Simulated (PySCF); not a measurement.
# How methods differ on the ionisation energy of In+

In+ [Kr] 4d10 5s2 (1S) → In(2+) [Kr] 4d10 5s1 (2S), as a difference of total energies. Calculation: PySCF 2.14, in aug-cc-pVDZ-PP with ECP28MDF (5s4p3d, 32 functions); a scalar-relativistic core potential. Correlated levels: valence: 4s2 4p6 4d10 frozen. The calculations carry no spin-orbit coupling.

```
           method  ionisation energy (eV)
              UHF                  17.018
              LDA                  19.478
              PBE                  19.045
             PBE0                  18.717
           r2SCAN                  18.799
              M06                  19.100
            HSE06                  18.765
            TPSSh                  18.669
           PBEsol                  19.050
    MP2 (valence)                  17.586
SCS-MP2 (valence)                  17.700
```

How much does correlation contribute at MP2 (valence)?

17.586 − (17.018) = 0.568 eV, measured against UHF.

Errors of the correlated levels include the incompleteness of this basis and the frozen core.

MP2 underrates the near-degeneracy of ns² with np² in the lower species.

For comparison: 18.870 eV (measured; NIST Atomic Spectra Database, ionization energies).
